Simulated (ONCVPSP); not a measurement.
# Transferability test, ONCV potential for lithium (Li)

ONCVPSP 4.0.1 input, shortened (lines: element, Z, core and valence counts, functional; n l f; lmax; l rc ep ncon nbas qcut; lloc lpopt rc5 dvloc0; l nproj debl; icmod fcfact rcfact), PBE, scalar-relativistic:

```
  Li 3.00    1    2        4      upf
    1    0    2.00
    2    0    0.50
    2    1    0.50
    1
    0    2.40    0.00    4    7    3.40
    1    4.00    0.00    4    8    2.20
    4    5    2.05   -1.00
    0    2    3.10
    1    3    3.30
    3    3.00    1.15
```

Energies are relative to the spin-unpolarised reference configuration 2s0.5 2p0.5; without spin polarisation the order of configurations can differ from experiment.

```
valence configuration  charge  ΔE all-electron (eV)  error AE − PS (meV)
              2s1 2p0       0                -0.893                 -1.6
            2s0.5 2p0    +0.5                 1.155                 +4.5
              2s0 2p1       0                 0.894                 -1.5
```

Levels in the configuration 2s0.5 2p0:

```
level  all-electron (eV)  pseudo (eV)
   2s             -5.343       -5.307
```

Note: no bound ghost flagged; GHOST(+) flagged for s at 113.9 eV, p at 176.5 eV.
